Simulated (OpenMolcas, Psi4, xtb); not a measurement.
CH4BFO2 (SMILES COB(O)F): the dipole moment, rung by rung

CH4BFO2: 9 atoms, total charge 0, spin state singlet. SMILES: `COB(O)F`. Geometry: relaxed at PBE0-D4/def2-TZVP. This is one conformer, not always the lowest.

```tsv
atom	x (Å)	y (Å)	z (Å)
C	-0.6493	0.4913	-1.0859
O	-0.4870	0.6896	0.3046
B	0.3204	-0.0851	1.0495
O	1.0404	-1.1143	0.5247
F	0.4015	0.1877	2.3553
H	-1.7015	0.2852	-1.2914
H	-0.0407	-0.3377	-1.4512
H	-0.3631	1.4070	-1.6066
H	1.5677	-1.5701	1.1840
```

Quantity: the dipole moment, in D. The values are calculated.

```
                        level            kind     program  value (D)   CPU time
                     GFN2-xTB  semi-empirical         xtb       2.19  under 2 s
HF/def2-SVP (density fitting)    Hartree–Fock        Psi4       2.04      2.7 s
               SVWN5/def2-SVP             LDA  OpenMolcas       1.82       30 s
                BLYP/def2-SVP             GGA  OpenMolcas       1.75       41 s
                TPSS/def2-SVP        meta-GGA  OpenMolcas       1.79       52 s
              r2SCAN/def2-SVP        meta-GGA  OpenMolcas       1.83       51 s
               B3LYP/def2-SVP   global hybrid  OpenMolcas       1.83       39 s
```

The values span 1.75 to 2.19 D. Magnitudes only. Times are those of the runs behind each value, whatever else they computed, on shared processors of several kinds: orders of magnitude only.
